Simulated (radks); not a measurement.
Spherical jellium clusters: N electrons in a uniform positive sphere of charge N and radius rs N^(1/3), rs = 5.3 bohr. Calculated with a radial shooting solver with Libxc functionals: non-relativistic Kohn-Sham, LDA (Slater exchange, Perdew-Wang correlation), spin-polarised, spherical densities. Levels are named by radial order and angular momentum (1s, 1p, 1d, 2s, ...), and open shells are averaged over m.

N = 19, configuration 1s2 1p6 1d10 2s(up 1, down 0). This is the lowest configuration that the search found. Occupied and some empty levels:

level    occupation  eigenvalue (eV)  <r> (bohr)
1s up             1          -3.6525       8.630
1s down           1          -3.5538       9.234
1p up             3          -3.1814       10.34
1p down           3          -3.1439       10.47
1d up             5          -2.5998       11.38
1d down           5          -2.5770       11.40
2s up             1          -2.3588       8.829
2s down           0          -2.1215       9.059
1f up             0          -1.9096       12.24
1f down           0          -1.8898       12.24
2p up             0          -1.4632       10.72
2p down           0          -1.3576       11.12
1g up             0          -1.1319       13.10
1g down           0          -1.1120       13.10

Energy (eV): total -34.7232, kinetic 19.665, external -829.64, Hartree 413.50, exchange-correlation -55.002, background 416.76.

Electron density:

r (bohr)  n(r) (e/bohr^3)
0.444            0.001963
1.56             0.001838
2.68             0.001637
3.79             0.001465
4.91             0.001404
6.03             0.001483
7.14             0.001667
8.26             0.001870
9.38             0.001975
10.5             0.001881
11.6             0.001553
12.7             0.001080
13.8            0.0006273
15.0            0.0003070
16.1            0.0001336
17.2           0.00005405
18.3           0.00002053
19.4            7.499e-06
20.5            2.696e-06
21.7            9.437e-07
